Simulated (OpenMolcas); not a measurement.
## B I: thermal populations, the spin-orbit constant, worked from levels

| Property | Result |
| --- | --- |
| Program | OpenMolcas 26.06 |
| Basis | ANO-RCC [9s8p5d3f2g] |
| Scalar Hamiltonian | DKH2, point nucleus |
| Active space | 3 electrons in 8 orbitals (2s 2p 3s 3p) |
| State averaging | 2S+1 = 4 odd, 1 root (0 in the spin-orbit step); 2S+1 = 2 odd, 3 roots; 2S+1 = 4 even, 3 roots; 2S+1 = 2 even, 5 roots |
| Spin-orbit coupling | RASSI with atomic mean-field integrals over the reference wave functions, term energies averaged over their components |

Methods: CASSCF; SS-CASPT2, IPEA 0.25 Eh, imaginary shift 0.1 Eh (closed shells correlated: 1s). Measured levels: NIST Handbook of Basic Atomic Spectroscopic Data.

**Thermal populations.** Z = Σ (2J + 1) exp(-E/kT) with k = 0.695035 cm-1/K, over the levels below. No other level of either list lies under 40000 cm-1, which is above 7 kT at each temperature.

```
         Level  2J + 1  SS-CASPT2  measured
2s² 2p ²P°_1/2       2        0.0       0.0
2s² 2p ²P°_3/2       4       12.9      15.3
 2s 2p² ⁴P_1/2       2      28210     28870
 2s 2p² ⁴P_3/2       4      28220     28875
 2s 2p² ⁴P_5/2       6      28220     28881
```

```csv
T (K),"Z, SS-CASPT2","Z, measured levels","Ground level (%), SS-CASPT2","Ground level (%), measured levels"
3000,5.975,5.971,33.5,33.5
5000,5.989,5.985,33.4,33.4
8000,6.066,6.056,33.0,33.0
```

At 8000 K, kT = 5560 cm-1, and the computed levels give Z = 2.000 + 3.991 + 0.013 + 0.025 + 0.037 = 6.066.

**The spin-orbit constant.** For the Hund term ²P° of p1, E(J) = (A/2) J(J+1) + constant and ζ = 2S·A = A. From J = 1/2 to J = 3/2 the energy changes by 1.5 A.

```csv
Source,E(3/2) - E(1/2),A,ζ
CASSCF,12.9,8.6,9
SS-CASPT2,12.9,8.6,9
measured,15.3,10.2,10
```

All in cm-1. SS-CASPT2 is off by -15.7 % and CASSCF by -15.7 %. Both methods take the spin-orbit matrix elements from the reference wave functions, so the second can move ζ only through the term energies and any multistate remixing.

Active for correlation alone: 3p 3s; no level in the range computed is led by a configuration that fills them, so any true level of that kind is missing. Without dynamic correlation excited terms often stand tens of per cent too high (terms of higher spin than the ground term too low), and those without a measured partner can miss by more than the paired ones (holds for CASSCF). Computed and measured levels are paired by configuration, term and J; levels that our copy of the source lacks, or whose pairing is in doubt (as where it misses far off the trend of its configuration), stay unpaired and out of the deviations. Only configurations of the active space appear.

° marks odd parity.
